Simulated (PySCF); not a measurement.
Bonds (- single, = double, # triple, : aromatic): C1-C2, C2-C3, C3-C4, C3-C5, C3-P6, P6-Si7. C1 carries H8, H9, H10; C2 carries H11, H12; C4 carries H13, H14, H15; C5 carries H16, H17, H18; Si7 carries H19, H20, H21. Formal charges: P6 -1.

Total charge -1.

Geometry: PBE0-D3(BJ)/def2-SVP; GIAO absolute shieldings from PySCF 2.14.0 with density-fitted response routines, gas phase, non-relativistic, averaged over equivalent atoms.

At PBE0/pcSseg-1 (203 basis functions, 40 s wall time on 1 thread of an Arm Neoverse V1, shared host):
```csv
atoms,σ (ppm)
C2,143.6
C4/C5,146.8
C3,152.2
C1,170.7
P6,510.9
Si7,441.1
H19/H20/H21,27.05
H8/H9/H10,29.90
H11/H12,30.09
H13/H14/H15/H16/H17/H18,30.12
```

Problem. Estimate the result of repeating the calculation with WP04/pcSseg-1.

Solution. 
```
                  atoms  σ at WP04/pcSseg-1  change
                     C2               130.9   -12.7
                  C4/C5               135.7   -11.1
                     C3               134.5   -17.7
                     C1               156.5   -14.2
                     P6               433.6   -77.3
                    Si7               409.8   -31.3
            H19/H20/H21               28.01   +0.96
              H8/H9/H10               30.26   +0.36
                H11/H12               30.50   +0.41
H13/H14/H15/H16/H17/H18               30.55   +0.43
```

The largest change is at P6 (phosphorus bonded to C, Si). Cost: 203 basis functions, 34 s wall time on 1 thread of an Arm Neoverse V1, shared host. The order of the carbon signals changes between the two levels.
